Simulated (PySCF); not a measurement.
Si(Br)(Me) (CH₃BrSi), SMILES [Si](C)Br (connectivity only; charge and spin as stated), neutral, multiplicity 1.

Coordinates come from a PBE-D3(BJ)/def2-TZVP optimisation.

Vertical ionisation energy (IE) and electron affinity (EA) in eV. Rows of orbital energies are one-electron estimates. Where ΔSCF, EOM or ADC give a negative EA the extra electron is unbound and the value depends on the basis.

```
level                                           IE    EA
--------------------------------------------  ----  ----
−ε(HOMO), −ε(LUMO), ωB97X/def2-TZVPD (PySCF)  8.98  0.64
ADC(2)/aug-cc-pVDZ (PySCF)                    8.54  0.98
```

Task: Beyond the first one, list the lowest photoelectron lines from ADC(2)/aug-cc-pVDZ (PySCF) with their pole strengths (two spins summed). (An estimate is asked for; the answer gives what the named calculation found.)

Result: 10.38 eV (1.80), 10.57 eV (1.80), 11.64 eV (1.78), 14.02 eV (1.78), 14.19 eV (1.77).
